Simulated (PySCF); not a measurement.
Isomers of CH14OSi5.

All values: PBE0/pcSseg-1 (PySCF) at GFN2-xTB geometries, gas phase, one conformer each.

Question: Rank by dipole moment, lowest first.
A. `[CH3:1][Si@H:2]([O:3][SiH3:4])[SiH:5]([SiH3:6])[SiH3:7]` with C1–Si2–O3–Si4 -126°, C1–Si2–Si5–Si6 -51°
B. `[SiH3:1][CH2:2][O:3][SiH2:4][SiH2:5][SiH2:6][SiH3:7]` with Si1–C2–O3–Si4 -159°, C2–O3–Si4–Si5 180°, O3–Si4–Si5–Si6 20°, Si4–Si5–Si6–Si7 48°
C. `[CH3:1][Si:2]([SiH3:3])([SiH3:4])[SiH2:5][SiH2:6][OH:7]` with C1–Si2–Si5–Si6 173°, Si2–Si5–Si6–O7 1°, Si5–Si6–O7–H 180°
D. `[SiH3:1][CH2:2][O:3][Si@@H:4]([SiH3:5])[SiH2:6][SiH3:7]` with Si1–C2–O3–Si4 179°, C2–O3–Si4–Si5 51°, O3–Si4–Si6–Si7 12°
E. `[OH:1][SiH2:2][CH2:3][Si:4]([SiH3:5])([SiH3:6])[SiH3:7]` with H–O1–Si2–C3 63°, O1–Si2–C3–Si4 46°

Answer: A (0.36 D), C (0.75 D), D (1.06 D), B (1.23 D), E (1.64 D).

Question: Rank by HOMO energy, lowest first.
A. `[CH3:1][SiH2:2][SiH2:3][Si@@H:4]([SiH3:5])[O:6][SiH3:7]` with C1–Si2–Si3–Si4 6°, Si2–Si3–Si4–Si5 93°, Si3–Si4–O6–Si7 48°
B. `[SiH3:1][CH2:2][O:3][SiH2:4][SiH2:5][SiH2:6][SiH3:7]` with Si1–C2–O3–Si4 -159°, C2–O3–Si4–Si5 180°, O3–Si4–Si5–Si6 20°, Si4–Si5–Si6–Si7 48°
C. `[CH3:1][Si:2]([SiH3:3])([SiH3:4])[SiH2:5][SiH2:6][OH:7]` with C1–Si2–Si5–Si6 173°, Si2–Si5–Si6–O7 1°, Si5–Si6–O7–H 180°

Answer: B (-8.04 eV), C (-7.83 eV), A (-7.65 eV).

Question: Rank by the lowest Hirshfeld charge on any atom, lowest value first.
A. `[CH3:1][Si:2]([SiH3:3])([SiH3:4])[SiH2:5][SiH2:6][OH:7]` with C1–Si2–Si5–Si6 173°, Si2–Si5–Si6–O7 1°, Si5–Si6–O7–H 180°
B. `[CH3:1][SiH2:2][Si:3]([SiH3:4])([SiH3:5])[O:6][SiH3:7]` with C1–Si2–Si3–Si4 -157°, Si2–Si3–O6–Si7 57°
C. `[SiH3:1][CH2:2][O:3][Si@@H:4]([SiH3:5])[SiH2:6][SiH3:7]` with Si1–C2–O3–Si4 179°, C2–O3–Si4–Si5 51°, O3–Si4–Si6–Si7 12°
D. `[SiH3:1][O:2][CH2:3][Si@H:4]([SiH3:5])[SiH2:6][SiH3:7]` with Si1–O2–C3–Si4 -171°, O2–C3–Si4–Si5 66°, C3–Si4–Si6–Si7 58°

Answer: B (-0.310 e), A (-0.290 e), C (-0.221 e), D (-0.211 e).

All values together:

```tsv
SMILES	μ (D)	HOMO (eV)	LUMO (eV)	lowest IAO charge (e)	highest IAO charge (e)	lowest Hirshfeld charge (e)	highest Hirshfeld charge (e)
[SiH3]CO[SiH2][SiH2][SiH2][SiH3]	1.23	-8.04	-0.76	-0.654 (O)	+0.731 (Si)	-0.215 (O)	+0.316 (Si)
C[Si]([SiH3])([SiH3])[SiH2][SiH2]O	0.75	-7.83	-0.68	-0.802 (O)	+0.737 (Si)	-0.290 (O)	+0.308 (Si)
O[SiH2]C[Si]([SiH3])([SiH3])[SiH3]	1.64	-7.89	-0.74	-0.815 (C)	+1.013 (Si)	-0.295 (O)	+0.396 (Si)
C[SiH2][SiH2][Si@@H]([SiH3])O[SiH3]	0.66	-7.65	-1.07	-0.891 (O)	+0.892 (Si)	-0.307 (O)	+0.391 (Si)
C[SiH2][Si]([SiH3])([SiH3])O[SiH3]	1.09	-7.56	-1.16	-0.892 (O)	+0.882 (Si)	-0.310 (O)	+0.384 (Si)
C[Si@H]([SiH2][SiH3])[SiH2]O[SiH3]	0.89	-7.80	-0.86	-0.899 (O)	+0.885 (Si)	-0.305 (O)	+0.387 (Si)
[SiH3]OC[Si@H]([SiH3])[SiH2][SiH3]	1.51	-8.01	-0.69	-0.654 (O)	+0.873 (Si)	-0.211 (O)	+0.381 (Si)
C[Si@H](O[SiH3])[SiH]([SiH3])[SiH3]	0.36	-7.71	-0.64	-0.889 (O)	+0.922 (Si)	-0.303 (O)	+0.387 (Si)
[SiH3]CO[Si@@H]([SiH3])[SiH2][SiH3]	1.06	-7.77	-1.20	-0.646 (O)	+0.623 (Si)	-0.221 (O)	+0.318 (Si)
```

Conformers: `[SiH3:1][CH2:2][O:3][SiH2:4][SiH2:5][SiH2:6][SiH3:7]` with Si1–C2–O3–Si4 -159°, C2–O3–Si4–Si5 180°, O3–Si4–Si5–Si6 20°, Si4–Si5–Si6–Si7 48°; `[CH3:1][Si:2]([SiH3:3])([SiH3:4])[SiH2:5][SiH2:6][OH:7]` with C1–Si2–Si5–Si6 173°, Si2–Si5–Si6–O7 1°, Si5–Si6–O7–H 180°; `[OH:1][SiH2:2][CH2:3][Si:4]([SiH3:5])([SiH3:6])[SiH3:7]` with H–O1–Si2–C3 63°, O1–Si2–C3–Si4 46°; `[CH3:1][SiH2:2][SiH2:3][Si@@H:4]([SiH3:5])[O:6][SiH3:7]` with C1–Si2–Si3–Si4 6°, Si2–Si3–Si4–Si5 93°, Si3–Si4–O6–Si7 48°; `[CH3:1][SiH2:2][Si:3]([SiH3:4])([SiH3:5])[O:6][SiH3:7]` with C1–Si2–Si3–Si4 -157°, Si2–Si3–O6–Si7 57°; `[CH3:1][Si@H:2]([SiH2:3][SiH3:4])[SiH2:5][O:6][SiH3:7]` with C1–Si2–Si3–Si4 -178°, C1–Si2–Si5–O6 177°, Si2–Si5–O6–Si7 -178°; `[SiH3:1][O:2][CH2:3][Si@H:4]([SiH3:5])[SiH2:6][SiH3:7]` with Si1–O2–C3–Si4 -171°, O2–C3–Si4–Si5 66°, C3–Si4–Si6–Si7 58°; `[CH3:1][Si@H:2]([O:3][SiH3:4])[SiH:5]([SiH3:6])[SiH3:7]` with C1–Si2–O3–Si4 -126°, C1–Si2–Si5–Si6 -51°; `[SiH3:1][CH2:2][O:3][Si@@H:4]([SiH3:5])[SiH2:6][SiH3:7]` with Si1–C2–O3–Si4 179°, C2–O3–Si4–Si5 51°, O3–Si4–Si6–Si7 12°.
